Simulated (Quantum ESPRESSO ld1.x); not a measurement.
All-electron atom: the rhodium ion Rh3+ in [Kr] 4d6 (the NIST ground configuration). All-electron calculation, non-relativistic Kohn-Sham, LDA (Slater exchange, Perdew-Zunger correlation), spin-polarised, spherical densities, point nucleus; open shells are filled with parallel spins first; relativity is left out, which matters for an element this heavy. Program: ld1.x of Quantum ESPRESSO 7.5.

Unscreened Slater integrals over Kohn-Sham orbitals (cm^-1). They are taken over the spin-up orbitals.

integral,value
"F0(4d,4d)",146800
"F2(4d,4d)",73973
"F4(4d,4d)",48587
"F0(4d,4p)",162200
"F2(4d,4p)",80930
"G1(4d,4p)",102220
"G3(4d,4p)",62648
"F0(4d,4s)",166510
"G2(4d,4s)",76239
"F0(4p,4p)",183630
"F2(4p,4p)",96461
"F0(4p,4s)",189960
"G1(4p,4s)",129630
"F0(4s,4s)",197070

Derived for the open shells (J is the average intra-shell exchange parameter used in DFT+U). 4d: Racah B = F2/49 - 5 F4/441 = 958.8 cm^-1, C = 35 F4/441 = 3856 cm^-1, C/B = 4.02, F4/F2 = 0.657, J = (F2 + F4)/14 = 8754 cm^-1.
